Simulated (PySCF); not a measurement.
# Fractional electron number in C⁺ (carbon, charge +1)

The 2p alpha orbital of [He] 2s2 2p1 is emptied in steps (occupation f), with all orbitals relaxed, ending at [He] 2s2. All numbers are calculated (PySCF 2.14, the non-relativistic Hamiltonian (point nucleus), in def2-TZVPPD). The exact energy is a straight line in f; departures are measured from the line between the end points of the same method.

| f | UHF (eV) | LDA (eV) | PBE (eV) | PBE0 (eV) | r2SCAN (eV) | LC-wPBE (eV) | BHandHLYP (eV) | wB97X (eV) | M06-2X (eV) | CAM-B3LYP (eV) |
| --- | --- | --- | --- | --- | --- | --- | --- | --- | --- | --- |
| 1 | 0.000 | 0.000 | 0.000 | 0.000 | 0.000 | 0.000 | 0.000 | 0.000 | 0.000 | 0.000 |
| 0.75 | 0.129 | -1.318 | -1.303 | -0.948 | -1.188 | -0.389 | -0.603 | -0.432 | -0.647 | -0.675 |
| 0.5 | 0.167 | -1.768 | -1.743 | -1.264 | -1.572 | -0.515 | -0.800 | -0.569 | -0.896 | -0.898 |
| 0.25 | 0.122 | -1.329 | -1.306 | -0.944 | -1.168 | -0.380 | -0.595 | -0.417 | -0.693 | -0.668 |
| 0 | 0.000 | 0.000 | 0.000 | 0.000 | 0.000 | 0.000 | 0.000 | 0.000 | 0.000 | 0.000 |

| method | E(f=0) − E(f=1) (eV) | −ε at f=1 (eV) | −ε at f=0.5 (eV) |
| --- | --- | --- | --- |
| UHF | 24.170 | 24.876 | 24.154 |
| LDA | 24.766 | 17.799 | 24.733 |
| PBE | 24.853 | 17.950 | 24.842 |
| PBE0 | 24.835 | 19.793 | 24.843 |
| r2SCAN | 25.003 | 18.640 | 25.062 |
| LC-wPBE | 24.997 | 22.924 | 25.019 |
| BHandHLYP | 24.876 | 21.658 | 24.897 |
| wB97X | 24.658 | 22.345 | 24.696 |
| M06-2X | 24.456 | 21.117 | 24.321 |
| CAM-B3LYP | 25.001 | 21.410 | 25.018 |

Orbital energy along the path (eV):

```tsv
f	UHF	LDA	PBE	PBE0	r2SCAN	LC-wPBE	BHandHLYP	wB97X	M06-2X	CAM-B3LYP
1	-24.876	-17.799	-17.950	-19.793	-18.640	-22.924	-21.658	-22.345	-21.117	-21.410
0.75	-24.500	-21.213	-21.352	-22.301	-21.864	-23.963	-23.276	-23.518	-22.635	-23.202
0.5	-24.154	-24.733	-24.842	-24.843	-25.062	-25.019	-24.897	-24.696	-24.321	-25.018
0.25	-23.833	-28.307	-28.356	-27.378	-28.159	-26.045	-26.489	-25.826	-26.250	-26.813
0	-23.533	-31.842	-31.763	-29.820	-31.154	-26.966	-28.003	-26.769	-28.194	-28.508
```

Reference removal energy between the ground levels: 24.383 eV (measured; NIST Atomic Spectra Database, ionization energies). The calculation has no spin-orbit coupling. UHF lacks correlation.
